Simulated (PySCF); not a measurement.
Compound: CH6N2Si2Te.
Cartesian coordinates in Å at the PBE0-D3(BJ)/def2-SVP level; atoms count from 1:
```xyz
12
CH6N2Si2Te angstrom
N     -1.7700    3.1328   -0.7557
C     -1.7845    2.0344   -1.1365
Te    -1.7681    0.0828   -1.7651
Si    -0.4465   -0.4970    0.3747
N     -0.2118   -2.1937    0.5291
Si     1.6211    0.5786    0.1627
H     -1.3122   -0.0229    1.4908
H     -0.9679   -2.8099    0.8057
H      0.4887   -2.6780   -0.0202
H      1.4289    1.9690   -0.3375
H      2.3469    0.5906    1.4699
H      2.4149   -0.2149   -0.8273
```

Level of theory: PySCF, PBE0-D3(BJ)/def2-SVP geometry optimisation, gas phase, def2 core potentials past Kr.

(1) Which atoms are bound to Te3, and at what distances?

(2) What is the shape at Te3?

(3) What are the other bond lengths?

(4) Give some angles away from the centre.

(5) What are the rotational constants (commonest isotopes, rigid rotor)?

## Answers

(1) 2 atoms: C2 2.050 Å, Si4 2.581 Å. The nearest atom not counted as bound is N1, at 3.21 Å.

(2) Bent: angle 87.9°.

(3) N1≡C2 1.163 Å; Si4–N5 1.720 Å; Si4–Si6 2.340 Å; Si4–H7 1.490 Å; N5–H8, N5–H9 1.014 Å; Si6–H10, Si6–H11, Si6–H12 1.494 Å.

(4) N1–C2–Te3 178.3°, Te3–Si4–N5 111.5°, Te3–Si4–Si6 105.9°, N5–Si4–Si6 109.9°.

(5) A = 1589, B = 886.0, C = 651.9 MHz: an asymmetric top.

Point group: C1 (no symmetry element, even within 0.4 Å). Charge 0, singlet. No PBE0-D3(BJ)/def2-SVP frequencies stand behind this structure, so it isn't proved a minimum.

One conformer stands for the species.
